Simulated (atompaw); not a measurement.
# What one change does to a pseudopotential (selenium (Se), PAW (atompaw))

Se, PAW, made with atompaw 4.2.0.5 (PBE, scalar-relativistic). Core [Ar], reference 3d10 4s2 4p3.5 (charge +0.5). Waves: 4s (bound): rc 1.75 bohr; 4s channel at -0.05 Ry: rc 1.65 bohr; 4p (bound): rc 1.75 bohr; 4p channel at 2.55 Ry: rc 1.75 bohr; 3d (bound): rc 1.35 bohr; 3d channel at -2.5 Ry: rc 1.35 bohr. Local part: troulliermartins scheme with l = 3 at 0 Ry, radius 1.50 bohr. Core correction: smooth core density matched at 0.95 bohr. Augmentation charge: besselshape compensation charge, radius 1.40 bohr; PAW radius 1.75 bohr; waves and projectors: custom rrkj gramschmidtortho.

Change: local potential troulliermartins scheme with l = 3 at 0 Ry, radius 1.14 bohr.

Cutoffs: the cutoffs (Ry, on a coarse ladder) from which the occupation-weighted sum of valence levels, in a spherical-Bessel basis at the reference potential, stays within 10 and 1 mRy of its value at 400 Ry; they do not see the model core or the augmentation charge, which bear on the density cutoff.

Task: What does the change do?

Result: The potential gets neither clearly harder nor softer (70 Ry and 110 Ry → 70 Ry and 110 Ry); a bound ghost appears in s, which as a rule spoils a file; the range in which the s phases agree widens (upper end 0.7 → at the end of the scan); the range in which the d phases agree narrows (upper end at the end of the scan → 0.3). A state that the projectors do not describe sees the local part alone, so a deeper or shallower local part can create or remove a ghost.

```csv
quantity,base,changed
"cutoff, loose",70 Ry,70 Ry
"cutoff, tight",110 Ry,110 Ry
bound ghosts,none,s
s: phases at 1.76 bohr within 0.05 rad from the reference energy up to (Ry; the scan ends near 5),0.7,to the end of the scan
p: phases at 1.76 bohr within 0.05 rad from the reference energy up to (Ry; the scan ends near 5),to the end of the scan,to the end of the scan
d: phases at 1.76 bohr within 0.05 rad from the reference energy up to (Ry; the scan ends near 5),to the end of the scan,0.3
lowest overlap eigenvalue by channel,"s 0.59, p 0.54, d 0.12","s 0.17, p 0.45, d 0.02"
```

 A true bound ghost makes a file unfit for plane-wave use even where its test errors are small: the radial tests pick states by their node count and pass the ghost by. The cutoffs see the waves, projectors and local potential, not the compensation charge or the core.
